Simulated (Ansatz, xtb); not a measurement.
## Relative energy of two isomers of C2H9NSSi

Structure X: `C[Si@@H](N)CS`, a singlet. Structure Y: `C[Si@@H](S)CN`, a singlet. Both are isolated molecules in the gas phase, relaxed with B3LYP-D3(BJ)/def2-SVP, each in the lowest conformer that the search found.

Task: Which of the two would you expect CCSD(T)/def2-SVP + ΔMP2/def2-TZVPP electronic energies to favour?

Result: Structure X; the calculation gives E(Y) − E(X) = +5.9 kcal/mol.

The same difference at several levels:

| level | geometry | E(Y) − E(X) (kcal/mol) | departure from the last row (kcal/mol) | job, with rough time for the two |
| --- | --- | --- | --- | --- |
| GFN2-xTB | GFN2-xTB | +1.3 | −4.6 | optimisation, 0.22 s |
| HF/STO-3G | GFN2-xTB | +0.3 | −5.6 | single point, 0.4 s |
| r2SCAN-D4/def2-SVP | GFN2-xTB | +1.8 | −4.1 | single point, 5.6 s |
| B3LYP-D3(BJ)/def2-SVP | B3LYP-D3(BJ)/def2-SVP | +1.7 | −4.3 | optimisation, 69 s |
| HF/def2-SVP | B3LYP-D3(BJ)/def2-SVP | +3.4 | −2.5 | part of the CCSD(T) run |
| MP2/def2-SVP | B3LYP-D3(BJ)/def2-SVP | +2.5 | −3.4 | part of the CCSD(T) run |
| CCSD(T)/def2-SVP | B3LYP-D3(BJ)/def2-SVP | +2.1 | −3.9 | single point |
| CCSD(T)/def2-SVP + ΔMP2/def2-TZVPP | B3LYP-D3(BJ)/def2-SVP | +5.9 |  | single point, 54 s |

As drawn, Y has 1 S–Si, 1 C–N in place of 1 N–Si, 1 C–S.

HF/STO-3G finds them nearly level. The largest departure from CCSD(T)/def2-SVP + ΔMP2/def2-TZVPP is that of HF/STO-3G, 5.6 kcal/mol. The last row adds to CCSD(T) the change of the MP2 difference between the two basis sets, here +3.9 kcal/mol, a large step that makes the value less sure.

With thermal terms from frequencies at re-optimised GFN2-xTB minima (ideal gas, soft modes damped towards free rotors, one conformer each, 298.15 K, 1 atm): the zero-point term adds +1.1 kcal/mol; ΔH is +6.9 and ΔG +7.3 kcal/mol.

The correlated steps freeze 13 core orbitals. Programs: Ansatz 0.2.0, xtb 6.7.1; the last row on 2 threads of Arm Neoverse V2 on a shared host.
